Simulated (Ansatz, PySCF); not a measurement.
Barrier from R1 to the saddle point P1, each structure at its B3LYP-D3(BJ)/def2-TZVP stationary point, reached from a drawn start; harmonic modes at that level show the others as minima.
P1, AlH4P, a first-order saddle point (one imaginary mode, 400i cm⁻¹) (charge 0, multiplicity 1):
| atom | x (Å) | y (Å) | z (Å) |
|---|---|---|---|
| Al | -1.1583 | 0.0000 | 0.0000 |
| P | 1.0674 | 0.0000 | 0.0000 |
| H | -1.8527 | 1.4094 | 0.0000 |
| H | -1.8527 | -1.4094 | 0.0000 |
| H | 1.8981 | 1.1216 | 0.0000 |
| H | 1.8981 | -1.1216 | 0.0000 |
R1, AlH4P (SMILES [AlH2][PH2]) (charge 0, multiplicity 1):
| atom | x (Å) | y (Å) | z (Å) |
|---|---|---|---|
| Al | -0.9528 | 0.0000 | -0.2745 |
| P | 1.3767 | 0.0000 | -0.3180 |
| H | -1.7289 | 1.3753 | -0.3289 |
| H | -1.7289 | -1.3753 | -0.3289 |
| H | 1.5170 | 1.0498 | 0.6253 |
| H | 1.5170 | -1.0498 | 0.6253 |

P less R. No zero-point or thermal terms. No path was followed down from the saddle.

Cores are frozen in the correlated methods.

The values were computed with Ansatz (a quantum-chemistry and plane-wave program); PySCF for the D3/D4 terms. All values are computed, each at the level named.

Total energies in hartree:

| structure | PBE/def2-TZVPP | B3LYP-D3(BJ)/def2-TZVPP | CCSD(T)/cc-pV(Q+d)Z |
|---|---|---|---|
| P1 | -585.868353 | -586.231190 | -585.306145 |
| R1 | -585.883340 | -586.246294 | -585.320796 |

Q: Work out the barrier height at each level in meV (1 hartree = 27211.38625 meV), and say how far PBE/def2-TZVPP lies from CCSD(T)/cc-pV(Q+d)Z.

A: 
- PBE/def2-TZVPP: (-585.868353) − (-585.883340) = 0.014987 hartree = 407.8 meV
- B3LYP-D3(BJ)/def2-TZVPP: (-586.231190) − (-586.246294) = 0.015104 hartree = 411.0 meV
- CCSD(T)/cc-pV(Q+d)Z: (-585.306145) − (-585.320796) = 0.014651 hartree = 398.7 meV
PBE/def2-TZVPP less CCSD(T)/cc-pV(Q+d)Z: 9.1 meV. CCSD(T)/cc-pV(Q+d)Z is the level counted from, the highest shown, and no exact or measured value.
